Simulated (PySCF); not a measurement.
**Scandium: a sound run and one with changed settings**

Sound run: Sc [Ar] 3d1 4s2, Sc⁺ [Ar] 3d1 4s1. Calculation: PySCF 2.14, in pcseg-2 (6s4p3d2f1g, 56 functions); no relativity, point nucleus. In the sound run the correlated levels freeze [Ar]. The sound run starts from symmetry-adapted Hartree-Fock orbitals and uses a fine grid where one is needed.

Changed run: all electrons correlated in a basis built for the valence shell.

```csv
species,method,sound run (hartree),changed run (hartree),converged
Sc,MP2,-759.75107,-760.00507,yes
Sc⁺,MP2,-759.53082,-759.77603,yes
```

Ionisation energy of Sc:

```json
{"method": "UHF", "sound run (eV)": "5.365", "changed run (eV)": "5.365"}
{"method": "MP2", "sound run (eV)": "5.993", "changed run (eV)": "6.232"}
{"method": "SCS-MP2", "sound run (eV)": "6.125", "changed run (eV)": "6.298"}
```

A valence basis has no tight correlating functions, so it recovers only part of the core correlation, and not evenly between atom and ion.

For comparison, NIST gives 6.561 eV between the lowest levels.
